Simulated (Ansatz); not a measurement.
Reaction (isomerisation): `F/C=C\C=C(F)F` → `FCC#CC(F)F`

Calculated with Ansatz (gas phase, PBE0-D4/def2-TZVP geometries, no zero-point term in ΔE). CCSD(T)/CBS is the MP2 limit (def2-TZVPP, def2-QZVPP) plus CCSD(T) − MP2 in def2-TZVPP, frozen cores. Functionals use def2-TZVPP. Each species was taken in one conformer, which may not be the lowest.

Is it downhill or uphill in electronic energy at CCSD(T)/CBS, and by how much? (Estimate.)

Ansatz gave: Uphill: ΔE = +0.80 eV.

What do these levels give: B97M-V, r2SCANh-D4, ωB97X-V, ωB97M-V, B2PLYP, revPBE, r2SCAN, CCSD/def2-SVP, MP2/def2-TZVPP, SCS-MP2/def2-TZVPP, CCSD(T)/def2-TZVPP, SCS-MP2/def2-QZVPP? (Estimate.)

The calculation gave: B97M-V 1.04, r2SCANh-D4 1.04, ωB97X-V 0.87, ωB97M-V 0.88, B2PLYP 0.81, revPBE 0.99, r2SCAN 1.06, CCSD/def2-SVP 0.85, MP2/def2-TZVPP 0.70, SCS-MP2/def2-TZVPP 0.66, CCSD(T)/def2-TZVPP 0.80, SCS-MP2/def2-QZVPP 0.66 eV.

Largest T1 diagnostic among the species: 0.013.

Leaving LDA and LC-ωPBE aside and taking each functional with its dispersion term where it has one, the values, not all of them listed here, spread over 0.26 eV, from B2PLYP to PBE-D4. LDA lies +0.18 eV from PBE without D4. From r2SCAN to r2SCAN0 (25 % exact exchange), in def2-TZVPP and without D4, ΔE moves by −0.05 eV. At CCSD(T), def2-SVP lies +0.09 eV from the extrapolated value and def2-TZVPP −0.00 eV.
